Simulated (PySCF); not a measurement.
These are B3LYP-D3(BJ)/def2-TZVP (PySCF) values and carry that method's errors. All species are isolated molecules in the gas phase. B3LYP has the VWN-RPA correlation part, as in Gaussian. 

Reference species (SMILES): `C=B[SiH3]` (neutral, multiplicity 1).

| Quantity | Result |
|---|---|
| LUMO | -2.13 eV |
| dipole moment | 0.41 D |

Changed species: `CB=[SiH2]`.

Problem. Give the shifts of the LUMO and dipole moment.

Solution. the LUMO falls by 0.21 eV, to -2.34 eV; the dipole moment rises by 2.10 D, to 2.51 D.
